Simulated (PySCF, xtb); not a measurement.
dimethyl selenide (C₂H₆Se), SMILES C[Se]C.

GFN2-xTB run with xtb at its own geometry gives an orbital gap of 4.18 eV and a dipole moment of 2.60 D.

Geometry optimised at PBE-D3(BJ)/def2-SVP.

### Question
What does PBE/def2-TZVPD (PySCF) give? (Estimate from the structure and the level; the computed values follow.)

### Answer
gap 4.14 eV (levels -4.92 and -0.79 eV), dipole 1.46 D.
